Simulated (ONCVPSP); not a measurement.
# Reading a pseudo-wave (strontium (Sr))

Columns: radius, all-electron u(r) and pseudo u(r) of the 4s shell (level -40.63 eV) of strontium in the configuration [Ar] 3d10 4s2 4p6 5s2; BLYP, scalar-relativistic, ONCV scheme, ONCVPSP 4.0.1.

```tsv
r (bohr)	all-electron	pseudo
0.110	0.3211	0.1073
0.220	-0.0931	0.2152
0.330	-0.4852	0.3236
0.440	-0.4393	0.4314
0.550	-0.1413	0.5364
0.660	0.2148	0.6351
0.770	0.5262	0.7233
0.880	0.7552	0.7967
0.990	0.8994	0.8513
1.100	0.9709	0.8844
1.210	0.9856	0.8947
1.320	0.9594	0.8827
1.430	0.9061	0.8504
1.540	0.8366	0.8014
1.650	0.7592	0.7400
1.760	0.6796	0.6710
1.870	0.6019	0.5989
1.980	0.5284	0.5277
2.090	0.4606	0.4605
2.200	0.3992	0.3991
2.310	0.3442	0.3442
2.420	0.2956	0.2956
2.530	0.2530	0.2529
2.640	0.2158	0.2158
2.750	0.1836	0.1836
2.860	0.1559	0.1559
```

Problem. How many radial nodes do the two functions have?

Solution. The all-electron 4s function has n − l − 1 = 3 (the table is too coarse to show those close to the nucleus); the pseudo-wave has 0, since the states of the same l below it are removed with the core.

Problem. At about which radius was the pseudo-wave matched?

Solution. 2.20 bohr. The columns agree to 0.0005 from 2.09 bohr on; several derivatives are matched, so the curves merge somewhat inside the radius.

Problem. Where does each function peak?

Solution. Outermost all-electron maximum near 1.21 bohr, pseudo maximum near 1.21 bohr (to the table’s step).

Problem. Is the pseudo-wave norm-conserving?

Solution. Yes: the ONCV scheme keeps the norm inside the radius equal to the all-electron one, which fixes the energy derivative of the logarithmic derivative at the level.
